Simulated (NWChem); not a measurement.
**HCl3Ge in NWChem**

```xyz
5

Ge     0.0302     0.4329     0.0000
Cl    -1.0306    -0.2396     1.7518
Cl    -1.0306    -0.2396    -1.7518
Cl     1.9963    -0.4511     0.0000
H      0.1370     1.9602     0.0000
```
Charge 0, spin multiplicity 1.

The numbers come from NWChem runs, not from measurements. Structure: optimised with B3LYP/def2-SVP, a minimum by its harmonic frequencies.

Symmetry labels belong to the abelian group Cs used in the runs, with the axes of the coordinates shown; states degenerate in a higher group split over its labels.

The Hamiltonian is non-relativistic. The structure started from a generated list of species.

Question: List the lowest 6 singlet excitations that CIS/def2-SVP gives, with oscillator strengths.

Answer: 
```tsv
state	symmetry	energy (eV)	wavelength (nm)	f
1	a"	8.20	151	0.000
2	a'	8.41	147	0.021
3	a"	8.41	147	0.021
4	a'	8.56	145	0.093
5	a"	8.77	141	0.044
6	a'	8.77	141	0.044
```
